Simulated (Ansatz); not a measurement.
Relaxation of AlHOSe (4 atoms, charge 0, multiplicity 1), to a largest force component of 0.02 eV/Å in at most 50 steps.

Method: Ansatz, RKS CAM-B3LYP/def2-SVP.

```xyz
4
Properties=species:S:1:pos:R:3
O -1.156 -0.605 -0.165
Al 0.118 0.440 -0.095
Se 0.443 -1.679 0.631
H 1.663 -2.399 1.209
```

**Question.** Where does it end, and by what steps?

**Answer.** The run converged. After 14 steps the energy has fallen by 3.886 eV; O1 moved furthest, 1.26 Å. Parted: O1–Se3.

| step | energy less start (eV) | largest force component (eV/Å) | accepted |
| --- | --- | --- | --- |
| 0 | 0.0000 | 4.284 | yes |
| 1 | -1.0791 | 2.677 | yes |
| 2 | -1.5892 | 1.234 | yes |
| 3 | -1.7343 | 1.574 | yes |
| 4 | -2.0564 | 3.056 | yes |
| 5 | -2.4734 | 3.788 | yes |
| 6 | -2.8608 | 3.972 | yes |
| 7 | -3.4132 | 1.901 | yes |
| 8 | -3.6755 | 1.229 | yes |
| 9 | -3.8247 | 0.608 | yes |
| 10 | -3.7898 | 2.283 | no |
| 11 | -3.8673 | 0.214 | yes |
| 12 | -3.8828 | 0.189 | yes |
| 13 | -3.8815 | 0.106 | no |
| 14 | -3.8857 | 0.007 | yes |

```xyz
4
Properties=species:S:1:pos:R:3
O -1.145 0.603 -0.522
Al -0.390 -0.666 0.081
Se 0.686 -2.489 0.945
H 1.918 -1.692 1.075
```

Run time: 19 s on 2 threads of Arm Neoverse V2 (shared host), peak memory 0.15 GiB.
